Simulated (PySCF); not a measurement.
BiF: frontier orbitals

PBE0 at R = 2.062 Å; PySCF, scalar-relativistic core potentials, basis sets Bi aug-cc-pVDZ-PP with ECP60, F aug-cc-pVDZ. State: ³Σ⁻ (triplet), unpaired electrons π ↑↑. Only the outer orbitals are listed, counted within each symmetry, core potentials removing the inner ones.

| spin | orbital | occ. | ε (eV) | on Bi (%) | main shells (%) |
| --- | --- | --- | --- | --- | --- |
| α | 6σ | 1 | -17.20 | 91 | 90 Bi s |
| α | 7σ | 1 | -10.86 | 25 | 74 F p, 16 Bi p, 8 Bi s |
| α | 3π | 1 | -10.70 | 6 | 94 F p |
| α | 3π | 1 | -10.70 | 6 | 94 F p |
| α | 4π | 1 | -6.31 | 96 | 96 Bi p |
| α | 4π | 1 | -6.31 | 96 | 96 Bi p |
| α | 8σ | 0 | -2.07 | 102 | 96 Bi p, 9 F p |
| β | 6σ | 1 | -15.71 | 84 | 83 Bi s, 14 F p |
| β | 7σ | 1 | -10.61 | 29 | 71 F p, 15 Bi s, 13 Bi p |
| β | 3π | 1 | -10.33 | 3 | 96 F p |
| β | 3π | 1 | -10.33 | 3 | 96 F p |
| β | 4π | 0 | -2.90 | 98 | 98 Bi p |
| β | 4π | 0 | -2.90 | 98 | 98 Bi p |
| β | 8σ | 0 | -1.44 | 99 | 91 Bi p |

Which are the highest filled and the lowest empty level, where do they sit, and how wide is the gap?

Highest filled α 4π at -6.31 eV (in %: 96 Bi p); lowest empty β 4π at -2.90 eV (in %: 98 Bi p); the gap at PBE0 is 3.41 eV. Both belong to one degenerate shell, split only by its one-sided filling, so this is no excitation gap.

| Quantity | Value |
| --- | --- |
| bond order (Mayer) | 0.49 |
| ⟨S²⟩ | 2.004 |
| charge on Bi (Mulliken, basis-dependent) | 0.59 |
| charge on Bi (Löwdin, basis-dependent) | 0.66 |
| dipole moment (positive dipole means Bi(−)F(+)) | -3.42 D |
| polarisability along the bond | 46.7 bohr³ |
| polarisability across the bond | 45.8 bohr³ |

Shares are Mulliken populations and can fall outside 0 to 100 %.

Spin–orbit coupling is left out, which matters for elements this heavy, above all for dissociation energies. The state was picked by a PBE0 search and need not be the measured ground state.
